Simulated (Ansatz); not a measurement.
C₄H₅O₂, doublet, at a GFN2-xTB geometry. Base run: PBE0/STO-3G in Ansatz (an electronic-structure program).

The Ansatz input:
Ansatz 0.2 input:
```yaml
crystal:
  periodic: [false, false, false]
  atoms:
    - {symbol: C, position_ang: [1.36182315, 0.52551447, 0.45916404]}
    - {symbol: C, position_ang: [0.70063296, -0.10666471, -0.73272174]}
    - {symbol: O, position_ang: [1.27393566, -0.36182335, -1.76372116]}
    - {symbol: C, position_ang: [-0.74481166, -0.41494366, -0.57886742]}
    - {symbol: C, position_ang: [-1.50054092, -0.19828021, 0.47260859]}
    - {symbol: O, position_ang: [-1.29395766, 0.32130308, 1.67269156]}
    - {symbol: H, position_ang: [0.86364187, 1.46151697, 0.70098248]}
    - {symbol: H, position_ang: [2.41114571, 0.70874474, 0.24322265]}
    - {symbol: H, position_ang: [1.26937993, -0.13152612, 1.32085618]}
    - {symbol: H, position_ang: [-1.18166247, -0.86775905, -1.45663885]}
    - {symbol: H, position_ang: [-2.10495020, 0.31943035, 2.19871356]}
basis:
  gaussian:
    orbitals: STO-3G
hamiltonian:
  xc: pbe0
magnetization: {spin_polarized: true, initial_magnetization: 1}
```

The bond that is stretched is that between atoms 10 and 4. A test that says stable can miss a lower solution.

Each row names what was changed in the base input (with any setting that the change needs).

```tsv
change	ΔE vs base (kcal/mol)	<S^2>	stability test says
base	0.000	0.762	minimum
spin_polarized = on; lower_state_search = off	0.000	0.762	undecided (no full test)
spin_polarized = on; lower_state_search = standard	0.000	0.762	minimum
bond × 1.25	20.53	0.763	minimum
spin_polarized = on; lower_state_search = off; bond × 1.25	20.53	0.763	undecided (no full test)
spin_polarized = on; lower_state_search = standard; bond × 1.25	20.53	0.763	minimum
bond × 1.5	59.55	0.775	minimum
spin_polarized = on; lower_state_search = off; bond × 1.5	59.55	0.775	undecided (no full test)
spin_polarized = on; lower_state_search = standard; bond × 1.5	59.55	0.775	minimum
bond × 1.8	98.4	0.979	minimum
spin_polarized = on; lower_state_search = off; bond × 1.8	98.4	0.979	undecided (no full test)
spin_polarized = on; lower_state_search = standard; bond × 1.8	98.4	0.979	minimum
bond × 2.2	117.0	1.147	minimum
spin_polarized = on; lower_state_search = off; bond × 2.2	117.0	1.147	undecided (no full test)
spin_polarized = on; lower_state_search = standard; bond × 2.2	117.0	1.147	minimum
bond × 3.0	121.9	1.139	minimum
spin_polarized = on; lower_state_search = off; bond × 3.0	121.9	1.139	undecided (no full test)
spin_polarized = on; lower_state_search = standard; bond × 3.0	121.9	1.139	minimum
```

On stretching, the SCF can end on different states; <S^2> shows the spin contamination of each.
